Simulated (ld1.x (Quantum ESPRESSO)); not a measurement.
**nitrogen (N): excitation energies, all-electron against RRKJ**

* Element: nitrogen
* Generator: ld1.x (Quantum ESPRESSO) 7.5
* Type: norm-conserving RRKJ (Kleinman–Bylander form)
* Functional: LDA (PZ)
* Relativity: scalar-relativistic
* Frozen core: [He]
* Valence charge: 5
* Reference configuration: 2s2 2p3
* Partial waves: 2p (bound): rc 1.15 bohr; 2s (bound): rc 0.80 bohr
* Local potential: the s channel
* Core correction: none
* rho0: 0.001

Energies are relative to the spin-unpolarised reference configuration 2s2 2p3; without spin polarisation the order of configurations can differ from experiment. Spin-polarised rows fill each open shell by Hund’s rule, majority spin first. The frozen-core shift is the all-electron ΔE with the core orbitals held at their reference shape minus the fully relaxed ΔE.

(1) Give the all-electron excitation energy and the error of the potential for: 2s2 2p2; 2s2 2p1; 2s2 2p0; 2s1 2p0; 2s1 2p3; 2s0 2p5; 2s2 2p2.5; 2s2 2p3 (spin-polarised); 2s2 2p2 (spin-polarised).

Levels in the configuration 2s2 2p2.5:

```
level  all-electron (eV)  pseudo (eV)
   2s            -24.936      -24.938
   2p            -13.584      -13.580
```

Results:

(1)

| valence configuration | charge | ΔE all-electron (eV) | error AE − PS (meV) | frozen-core shift (meV) |
| --- | --- | --- | --- | --- |
| 2s2 2p2 | +1 | 13.732 | +5.6 | +0.2 |
| 2s2 2p1 | +2 | 42.702 | +71 | +2.2 |
| 2s2 2p0 | +3 | 89.866 | +380 | +13 |
| 2s1 2p0 | +4 | 167.340 | +830 | +45 |
| 2s1 2p3 | +1 | 25.184 | +3.4 | +0.8 |
| 2s0 2p5 | 0 | 22.452 | +46 | +1.9 |
| 2s2 2p2.5 | +0.5 | 5.167 | +0.5 | 0.0 |
| 2s2 2p3 (spin-polarised) | 0 | -2.892 | +293 | +3.5 |
| 2s2 2p2 (spin-polarised) | +1 | 12.043 | +208 | +2.7 |
